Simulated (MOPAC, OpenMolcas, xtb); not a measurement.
# CH4FGeN (SMILES [H]/N=[C](/F)[GeH3]): the HOMO–LUMO gap, rung by rung

The species is CH4FGeN (8 atoms), meant as a singlet with charge 0. SMILES: `[H]/N=[C](/F)[GeH3]`. Geometry: relaxed at PBE0-D4/def2-TZVP.

Quantity: the HOMO–LUMO gap, in eV. The values are calculated.

```csv
level,kind,program,value (eV)
MNDO,semi-empirical,MOPAC,11.66
GFN1-xTB,semi-empirical,xtb,4.02
HF/6-31G* (spherical functions),Hartree–Fock,OpenMolcas,14.99
SVWN5/6-31G* (spherical functions),LDA,OpenMolcas,5.07
BLYP/6-31G* (spherical functions),GGA,OpenMolcas,5.17
M06-L/6-31G* (spherical functions),meta-GGA,OpenMolcas,5.64
BHLYP/6-31G* (spherical functions),global hybrid,OpenMolcas,10.26
B2PLYP/6-31G* (spherical functions),double hybrid,OpenMolcas,10.56
```

All-electron rows without a relativistic Hamiltonian named are non-relativistic. The values span 4.02 to 14.99 eV. Orbital gaps aren't excitation energies, and those of double hybrids come from the SCF part alone; they tend to grow with the share of exact exchange.
